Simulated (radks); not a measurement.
Values are calculated unless marked as measured or tabulated.
Task: Ionisation of Dy22+, [Kr] 4d8, to Dy23+, [Kr] 4d7, under several functionals. Scalar-relativistic Kohn-Sham, spin-polarised, spherical densities, point nucleus; open shells are filled with parallel spins first (spin-orbit coupling, left out, can overturn this in heavy ions); a radial shooting solver on a logarithmic mesh with Libxc functionals. Known Delta-SCF values: exchange-only PBE 745.20 eV; AM05 747.30 eV. What does RPBE give, and what is its highest occupied eigenvalue?

Result: 747.29 eV by Delta-SCF; the 4d eigenvalue is -727.51 eV. NIST: 743 eV (theoretical).
